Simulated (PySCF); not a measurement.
# [Er(H2O)4]3+ at several levels of theory

Computed with PySCF 2.14.0 (density fitting, no spin-orbit coupling) at the geometry relaxed with PBE0:

```xyz
13
[Er(H2O)4]3+ (singlet in the valence; each metal's 4f electrons, 11 of them, lie in its core potential, out of spins and levels)
Er    0.0000    0.0000    0.0000
O     1.3342    1.3121    1.2459
H     2.1385    1.0581    1.7541
H     1.2596    2.2808    1.4076
O    -1.3341   -1.2460    1.3121
H    -1.2597   -1.4075    2.2807
H    -2.1385   -1.7541    1.0580
O     1.3342   -1.3121   -1.2459
H     1.2596   -2.2808   -1.4076
H     2.1385   -1.0581   -1.7541
O    -1.3341    1.2460   -1.3121
H    -2.1385    1.7541   -1.0580
H    -1.2597    1.4075   -2.2807
```

| level | basis | state | HOMO (eV) | gap (eV) | charge on Er1 (e) | population of f-type functions on Er1 (polarisation alone where 4f lies in the core) | dipole about the centre of mass (D) | largest force component (eV/Å) |
| --- | --- | --- | --- | --- | --- | --- | --- | --- |
| PBE0 | Er lcecp-1-SVP with ECP57, O def2-SVP, H def2-SVP | singlet | -24.54 | 9.43 | 1.72 | 0.04 | 0.00 | 0.00 |
| revPBE | the same | singlet | -22.59 | 6.61 | 1.58 | 0.04 | 0.00 | 0.45 |
| TPSS | the same | singlet | -22.74 | 6.91 | 1.63 | 0.04 | 0.00 | 0.42 |
| PBE | the same | singlet | -22.64 | 6.55 | 1.54 | 0.04 | 0.00 | 0.47 |
| PBE0 | Er lcecp-1-TZVP with ECP57, O def2-TZVP, H def2-TZVP | singlet | -24.53 | 9.52 | 2.07 | 0.06 | 0.00 | 0.25 |

In the lcecp rows the 4f levels are missing from HOMO and gap, and the state counts the valence alone.

Charges are Mulliken's, which hang on the basis. The relaxation used the grid (50, 194), these runs (75, 302) or, all-electron (x2c bases, spin-free X2C Hamiltonian), (99, 590).

(1) What does HF with Er lcecp-1-SVP with ECP57, O def2-SVP, H def2-SVP give here?

An lcecp potential fixes the number of 4f electrons, so in runs with it no electron can move into or out of that shell.

## Answers

(1) state singlet, HOMO (eV) -29.39, gap (eV) 18.06, charge on Er1 (e) 2.09, population of f-type functions on Er1 (polarisation alone where 4f lies in the core) 0.04, dipole about the centre of mass (D) 0.00, largest force component (eV/Å) 0.86. Time: 4.5 s on 2 threads of Arm Neoverse V1, on a shared host, from an already converged density.
